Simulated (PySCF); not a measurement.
Ga(Me)3(OMe2), C5H15GaO, singlet at its GFN2-xTB optimised geometry (Å):

```
22

Ga    -0.2606    -1.4226     0.0000
C      1.7867    -1.4226     0.0000
H      2.1959    -0.6427    -0.6493
H      2.1616    -2.3765    -0.3826
H      2.2257    -1.2901     0.9936
C     -1.1967    -1.8404    -1.7698
H     -2.2751    -1.6555    -1.7436
H     -1.0686    -2.8991    -2.0164
H     -0.7793    -1.2731    -2.6077
C     -1.2636    -1.7829     1.7470
H     -2.2948    -1.4193     1.7023
H     -0.7869    -1.3171     2.6151
H     -1.3170    -2.8553     1.9541
C      0.1088     1.5461     1.0077
O     -0.5407     0.8028     0.0000
C     -1.4440     1.5695    -0.7646
H     -0.6170     1.9745     1.7071
H      0.7583     0.8484     1.5349
H      0.7088     2.3513     0.5695
H     -0.9190     2.3765    -1.2878
H     -2.2257     1.9999    -0.1292
H     -1.8929     0.8931    -1.4888
```

Computed with PBE0/def2-SVP (PySCF). Cells within 0.4 Å of a nucleus heavier than hydrogen are left out (blank, or x).

Map of the electron localisation function on the plane z = 1.5 Å:

```
|000000000000000000000000000|
|000000000000000000000000000|
|000000000000000000000000000|
|000000000000000010000000000|
|000000000144100232000000000|
|000000000599721353100000000|
|000000001899963442000000000|
|000000001999984331000000000|
|000000001899973542000000000|
|000000000279857998300000000|
|000000000013479999810000000|
|000000000000279999700000000|
|000000000000039998000000000|
|000000000000001430000000000|
|000157631000000000047630000|
|000699985344210001799982000|
|001899998567521003999995000|
|002999998458731004999995000|
|001899997xx7741002899983000|
|000488875137631000488741000|
|000012247887420000022100000|
|000000159997310000000000000|
|000000179998200000000000000|
|000000289998200000000000000|
|000000158985100000000000000|
|000000013541000000000000000|
|000000000000000000000000000|
```
Scale: ten equal steps from 0.000 (start of '0') to 1.000 (end of '9'), in the order '0123456789'; x runs from -4.50 to 4.50, y from -4.50 (bottom) to 4.50 (top).
